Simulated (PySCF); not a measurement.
revPBE on Sc⁻ (scandium, charge -1), [Ar] 3d2 4s2, high-spin 3F determinant. All numbers are calculated (PySCF 2.14, no relativity, point nucleus, in aug-cc-pVDZ).

```
cycle= 1 E= -760.514007751082  delta_E= -0.00796  |g|= 0.114  |ddm|= 3.24
cycle= 2 E= -760.43888435296  delta_E= 0.0751  |g|= 0.287  |ddm|= 3.33
cycle= 3 E= -760.526727887298  delta_E= -0.0878  |g|= 0.0111  |ddm|=  2.7
cycle= 4 E= -760.518337652877  delta_E= 0.00839  |g|= 0.0811  |ddm|= 0.361
cycle= 5 E= -760.527011926083  delta_E= -0.00867  |g|= 0.00667  |ddm|= 0.251
cycle= 6 E= -760.52708698089  delta_E= -7.51e-05  |g|= 0.000337  |ddm|= 0.0452
cycle= 7 E= -760.527086577205  delta_E= 4.04e-07  |g|= 0.000658  |ddm|= 0.00626
cycle= 8 E= -760.527087196301  delta_E= -6.19e-07  |g|= 3.01e-05  |ddm|= 0.00543
cycle= 9 E= -760.527087219769  delta_E= -2.35e-08  |g|= 2.98e-05  |ddm|= 0.0035
cycle= 10 E= -760.527087136204  delta_E= 8.36e-08  |g|= 5.03e-05  |ddm|= 0.021
cycle= 11 E= -760.527087139057  delta_E= -2.85e-09  |g|= 8.8e-06  |ddm|= 0.000813
cycle= 12 E= -760.5270871391  delta_E= -4.25e-11  |g|= 1.35e-06  |ddm|= 0.000713
converged SCF energy = -760.5270871391  <S^2> = 2.0073873  2S+1 = 3.0049208
```

Highest occupied orbital energy: 1.801 eV; ⟨L²⟩ = 12.00; populations by l: s 8.00, p 12.00, d 2.00, f 0.00.

Problem. Can this result be used?

Solution. With care. The calculation finished and met its thresholds. The configuration of this anion was assumed by filling the next shell in order. It is not the known or likely ground configuration (Ca⁻, Sr⁻ and Ba⁻, for instance, bind a p electron), so these values are not the electron affinity of the element. At revPBE the highest occupied level has a positive energy, so only the finite basis holds that electron.
